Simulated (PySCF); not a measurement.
(3E)-2-fluoropenta-1,3-diene (C₅H₇F), SMILES C=C(F)/C=C/C. Atoms are numbered in the order given.

```xyz
13

C     -0.8340    -2.2213     0.0000
C     -0.0689    -1.1248     0.0000
F      1.2639    -1.2547     0.0000
C     -0.5356     0.2514     0.0000
C      0.2790     1.3172     0.0000
C     -0.1702     2.7359     0.0000
H     -1.9195    -2.1269     0.0000
H     -0.3833    -3.2143     0.0000
H     -1.6224     0.3822     0.0000
H      1.3593     1.1341     0.0000
H      0.2179     3.2727    -0.8821
H     -1.2665     2.8214     0.0000
H      0.2179     3.2727     0.8821
```
Charge 0, spin multiplicity 1.

Geometry optimised at PBE0-D3(BJ)/def2-SVP. The values are those of a single conformer.

Level of theory: PBE/pcSseg-1 (PySCF).

GIAO shieldings, no solvent; atoms listed in one row are averaged. δ = σ(ref) − σ: ¹³C against TMS (σ = 182.0 ppm); ¹⁹F against CFCl3 (σ = 133.6 ppm); ¹H against TMS (σ = 31.49 ppm), references at their B3LYP-D3(BJ)/def2-TZVP geometries, non-relativistic.

| nucleus | atoms | count | δ (ppm) |
|---|---|---|---|
| ¹³C | C2 | 1 | 172.1 |
| ¹³C | C5 | 1 | 136.7 |
| ¹³C | C4 | 1 | 131.3 |
| ¹³C | C1 | 1 | 95.7 |
| ¹³C | C6 | 1 | 24.0 |
| ¹⁹F | F3 | 1 | -132.4 |
| ¹H | H10 | 1 | 6.44 |
| ¹H | H9 | 1 | 6.04 |
| ¹H | H8 | 1 | 4.91 |
| ¹H | H7 | 1 | 4.59 |
| ¹H | H11, H12, H13 | 3 | 2.21 |
